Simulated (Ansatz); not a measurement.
Coupled-cluster run, `C=N[SiH](O)[SiH3]`.

```yaml
crystal:
  periodic: [false, false, false]
  atoms:
    - {symbol: C, position_ang: [-1.651395, 0.489272, 1.547473]}
    - {symbol: N, position_ang: [-0.432140, 0.228207, 1.383674]}
    - {symbol: Si, position_ang: [0.277305, -0.700824, 0.104361]}
    - {symbol: O, position_ang: [-0.800988, -1.407361, -0.933377]}
    - {symbol: Si, position_ang: [1.578158, 0.786953, -1.147114]}
    - {symbol: H, position_ang: [-2.452669, 0.121168, 0.889519]}
    - {symbol: H, position_ang: [-1.975439, 1.119086, 2.384345]}
    - {symbol: H, position_ang: [1.081016, -1.754277, 0.782842]}
    - {symbol: H, position_ang: [-1.128406, -2.280037, -0.711135]}
    - {symbol: H, position_ang: [2.598678, 1.434721, -0.281033]}
    - {symbol: H, position_ang: [0.709220, 1.840859, -1.737453]}
    - {symbol: H, position_ang: [2.273663, 0.067236, -2.248104]}
basis:
  gaussian: {orbitals: def2-SVP}
correlation: {method: ccsd_t}
```

```sh
$ ansatz run in.yaml --threads 4 --pin off --events-out ev --progress --plain --max-ram 10444MiB
```

The program prints (abridged):

```
Functional definition: HF
1110 factors; integrals over basis functions are off by at most 1.2e-3 eV
mean field evaluation 1: about -20373.0764 eV, gradient 4.0e1 eV
mean field evaluation 2: about -20373.0793 eV, gradient 4.0e1 eV
mean field evaluation 4: about -20376.8332 eV, gradient 3.6e0 eV
mean field evaluation 8: about -20376.8908 eV, gradient 6.5e-4 eV
mean field -20376.89080439 eV, -748.8369251085 hartree, gradient 1.7e-6 eV, S^2 0.000000; 0 other end points of the search recorded, 0 dependent functions left out
13 core orbitals not correlated: weight in the atoms' cores, before any rotation towards them, 1.000 or more for the frozen orbitals, at most 0.000 for the correlated occupied ones
reference -20376.89080439 eV, -748.8369251085 hartree; 15, 15 occupied and 85, 85 virtual orbitals, 1110 factors
second order -18.34448934 eV of doubles, -0.00000000 eV of singles
cycle   1  -19.18995132 eV  change   -8.5e-1 eV  update   1.1e-1
cycle   2  -19.79522002 eV  change   -6.1e-1 eV  update   3.4e-2
cycle   3  -19.92231162 eV  change   -1.3e-1 eV  update   1.6e-2
cycle   4  -19.91523425 eV  change    7.1e-3 eV  update   4.4e-3
cycle   5  -19.91605207 eV  change   -8.2e-4 eV  update   1.7e-3
cycle   6  -19.91609770 eV  change   -4.6e-5 eV  update   4.7e-4
cycle   7  -19.91585979 eV  change    2.4e-4 eV  update   1.8e-4
cycle   8  -19.91585556 eV  change    4.2e-6 eV  update   6.9e-5
cycle   9  -19.91587326 eV  change   -1.8e-5 eV  update   2.7e-5
perturbative correction -0.58276635 eV, -0.0214162684 hartree
Total energy: -20397.38944400 eV, -749.5902362198 hartree
```

Hardware: 4 threads of an Intel Xeon on a shared host. Wall time 4 s, peak host memory 0.56 GiB.

Correlation energy per correlated electron: -0.683 eV. T1 diagnostic: 0.0133.
